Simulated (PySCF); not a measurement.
Computed properties of Si(GeH3)2(H)2 (Ge2H8Si), SMILES [GeH3][SiH2][GeH3]

Si(GeH3)2(H)2 (Ge2H8Si), SMILES [GeH3][SiH2][GeH3]. The structure is a stationary point at PBE0-D3(BJ)/def2-SVP. The values are those of a single conformer. All values are computed for the isolated molecule unless a solvent is named; none is compared with measurement here.

**Structure.** All 27 harmonic modes at PBE0-D3(BJ)/def2-SVP (PySCF) are real, so it is a minimum. With heavy atoms numbered as in [SiH2:1]([GeH3:2])[GeH3:3], the shortest bond between them is Si1–Ge3 at 2.383 Å and the longest Si1–Ge2 at 2.383 Å.

**Vibrations.** The strongest infrared lines (harmonic, unscaled, degenerate partners summed) lie at 693 cm⁻¹ (338 km/mol, H 87 %, Si 12 %), 2156 cm⁻¹ (171 km/mol, H 98 %), 799 cm⁻¹ (159 km/mol, H 96 %). The softest mode is at 71 cm⁻¹ and the zero-point energy is 39.9 kcal/mol.

**Electronic structure.** ωB97X/def2-TZVP (PySCF) places the frontier levels at -10.11 and 1.82 eV, a gap of 11.93 eV, and gives a dipole moment of 0.18 D and a mean polarisability of 96.9 bohr³. PBE/def2-TZVP (PySCF) at the same geometry gives -6.89 and -0.91 eV, so its gap is 5.95 eV narrower. An orbital gap is neither the optical nor the fundamental gap.

**Excitations.** TDDFT-M06-2X/def2-SVPD (PySCF) has S1 at 6.77 eV (183 nm, f = 0.275, bright); the most intense of the 10 singlets computed lies at 7.62 eV (f = 0.36). T1 (TDA) is at 5.98 eV. TDDFT-PBE/def2-SVPD (PySCF) puts S1 at 6.28 eV. No vertical singlet excitation falls in the visible range (under 3.1 eV).

**NMR.** GIAO shifts at PBE0/pcSseg-1 (PySCF) (non-relativistic, atoms alike by connectivity averaged): ¹H at 3.9 ppm against TMS; ²⁹Si at -102.0 ppm against TMS.
